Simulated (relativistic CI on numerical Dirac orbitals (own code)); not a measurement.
One change at a time: Ta⁵⁺

Base calculation: Dirac-Coulomb-Breit CI, orbitals from a KLI potential per configuration, model QED (radiative potential, 1s self-energy scaled to tabulated hydrogen-like ionisation energies), valence Slater integrals scaled by 0.85, P86 correlation energy added to each configuration.

Configuration list (outside the closed core [Kr] 4d10): 4f¹⁴5s²5p⁶, 4f¹⁴5s²5p⁵5d, 4f¹³5s²5p⁶5d, 4f¹³5s²5p⁶6s, 4f¹⁴5s²5p⁵5f, 4f¹⁴5s5p⁶5d, 4f¹³5s²5p⁶6p, 4f¹⁴5s²5p⁵5g, 4f¹⁴5s²5p⁵6s, 4f¹³5s²5p⁶6d, 4f¹⁴5s²5p⁵6p, 4f¹³5s²5p⁶5f, 4f¹³5s²5p⁶7s, 4f¹³5s²5p⁶7p, 4f¹⁴5s5p⁶5f, 4f¹⁴5s²5p⁵6d, 4f¹³5s²5p⁶6f, 4f¹³5s²5p⁶7d, 4f¹³5s²5p⁶8s, 4f¹³5s²5p⁶5g, 4f¹⁴5s²5p⁵7s, 4f¹⁴5s5p⁶5g, 4f¹³5s²5p⁶8p, 4f¹⁴5p⁶5d², 4f¹⁴5p⁵5d³, 4f¹³5p⁶5d³, 4f¹³5p⁶5d²6s, 4f¹⁴5p⁵5d²5f, 4f¹³5p⁶5d²6p. Double excitations out of closed p, d and f shells are left out; levels of such configurations are missing from the list, as are those of other unlisted configurations, and high levels can miss mixing partners. These lack a partner that the ground configuration has and come out too high: 4f¹⁴5s²5p⁵5g, 4f¹⁴5s²5p⁵6s, 4f¹³5s²5p⁶6d, 4f¹⁴5s²5p⁵6p, 4f¹³5s²5p⁶5f.

Variants: (1) no correlation estimate; (2) valence Slater integrals scaled by 0.75; (3) configuration mixing switched off; (4) non-relativistic limit. Shifts of the energy above 4f¹⁴5s²5p⁶ ¹S0, in cm⁻¹, for the lowest level and the first level of each name with at least 55 % of one term (blank where a level changes its place among those of its configuration and J or its character, or is not in the variant):

```
            Level    Base   Δ(1)   Δ(2)   Δ(3)    Δ(4)
   4f¹⁴5s²5p⁶ ¹S0       0      0      0      0       0
4f¹³5s²5p⁶5d ³P°2  219462  -4118  +1178  -1466  +70659
4f¹³5s²5p⁶5d ³H°5  224877  -4121   +408  -1871  +66199
4f¹³5s²5p⁶5d ³P°1  230703  -4111   +997  -1083  +59419
4f¹³5s²5p⁶5d ³H°6  231005  -4121   +491  -1858  +60071
4f¹³5s²5p⁶5d ³G°5  238503  -4121   -373  -1849        
4f¹³5s²5p⁶5d ³P°0  239822  -4107  +1247  -1151  +50299
4f¹³5s²5p⁶5d ³H°4  240244  -4121   +145  -1840        
4f¹³5s²5p⁶5d ³D°1  246628  -4113    +53  -1608  +47605
4f¹³5s²5p⁶5d ³G°3  247237  -4121   -537  -1829        
4f¹³5s²5p⁶5d ¹P°1  248188  -4075   -347  +4833  +49350
4f¹⁴5s²5p⁵5d ³P°0  291876  -2715  +2064  -2301  -12289
4f¹⁴5s²5p⁵5d ³P°1  297107  -2711  +1698  -2124  -17519
4f¹⁴5s²5p⁵5d ³F°3  306365  -3320   +508  -1658  -17792
4f¹⁴5s²5p⁵5d ³F°4  307069  -3695  +1139  -1685  -18496
4f¹³5s²5p⁶6s ³F°4  314217  -7968    +52  -2071  +98478
4f¹⁴5s²5p⁵5d ³D°3  322370  -3185   -632  -1799  -13511
4f¹³5s²5p⁶6s ³F°2  329119  -8931     +9  -1789  +83576
4f¹⁴5s²5p⁵5d ³D°1  348588  -2770  -2307  -2613  -39729
4f¹⁴5s²5p⁵5d ³F°2  379352  -2738   +630  -1763        
 4f¹³5s²5p⁶6p ³D3  379383  -9563   +166  -1701        
4f¹⁴5s²5p⁵6s ³P°2  384836  -6325   +360   -735  +25013
```

At this charge configurations can still be misplaced by up to about 7 % of their energy. Levels and lines within the n = 5 or 6 shells can be off by up to 10 % or somewhat more, and those that change n by about 2 %, since core polarisation is missing. Levels that differ in their count of f electrons can be misplaced by several ten thousand cm⁻¹, since the correlation energy of f electrons is missing or only estimated; rates across such gaps can be off by orders of magnitude.

Ionisation energy from the two ground configurations alone: base 92.39 eV; no correlation estimate 90.67 eV. The NIST ASD value (semi-empirical) is 94.01 eV.

LS names give the leading component of a level, which can be under half, so a name can repeat, a term be missing and a line seem to break the LS rules.
